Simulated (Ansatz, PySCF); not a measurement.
C2H9FSi2, SMILES CC[SiH2][SiH2]F.

Coordinates come from a PBE0-D3(BJ)/def2-SVP optimisation. This is a generated structure with no PubChem entry under its InChIKey; it may be hypothetical. One conformer was computed; it need not be the lowest.

Vertical ionisation energy (IE) and electron affinity (EA) in eV. Rows of orbital energies are one-electron estimates. Where ΔSCF, EOM or ADC give a negative EA the extra electron is unbound and the value depends on the basis.

```json
[
 {"level": "−ε(HOMO), −ε(LUMO), PBE0/def2-TZVP (PySCF)", "IE": "7.99", "EA": "0.54"},
 {"level": "−ε(HOMO), −ε(LUMO), PBE/def2-TZVP (PySCF)", "IE": "6.80", "EA": "1.40"},
 {"level": "ΔSCF, CAM-B3LYP/def2-SVPD (Ansatz), final states of multiplicity 2 and 2", "IE": "…", "EA": "…"},
 {"level": "ΔSCF, PBE/def2-SVPD (Ansatz), final states of multiplicity 2 and 2", "IE": "9.59", "EA": "-0.84"}
]
```

### Question
Complete the blanks. (Estimate from the structure and the level; the computed values follow.)

### Answer

- ΔSCF, CAM-B3LYP/def2-SVPD (Ansatz, a program for electronic structure), final states of multiplicity 2 and 2, IE: 10.13
- ΔSCF, CAM-B3LYP/def2-SVPD (Ansatz), final states of multiplicity 2 and 2, EA: -1.13

### Question
What vertical singlet–triplet gap does ΔSCF give with CAM-B3LYP/def2-SVPD (Ansatz) and with PBE/def2-SVPD (Ansatz)? (Estimate from the structure and the level; the computed values follow.)

### Answer
5.74 and 5.15 eV (triplet above singlet where positive).
